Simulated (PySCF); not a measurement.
```xyz
5

O      1.2955    -0.3846     0.1054
B     -0.0166    -0.5422     0.3346
O     -0.9490     0.3697    -0.0320
H      1.5140     0.4420    -0.3466
H     -1.8439     0.1151     0.2004
```

Charge 0, multiplicity 2.

Give the Mulliken and meta-Löwdin atomic charges from PBE-D3(BJ)/def2-TZVP // PBE0-D4/def2-TZVP run with PySCF.


| atom | Mulliken (e) | meta-Löwdin (e) |
|---|---|---|
| O1 | -0.35 | -0.47 |
| B2 | 0.05 | 0.26 |
| O3 | -0.34 | -0.49 |
| H4 | 0.29 | 0.34 |
| H5 | 0.34 | 0.36 |
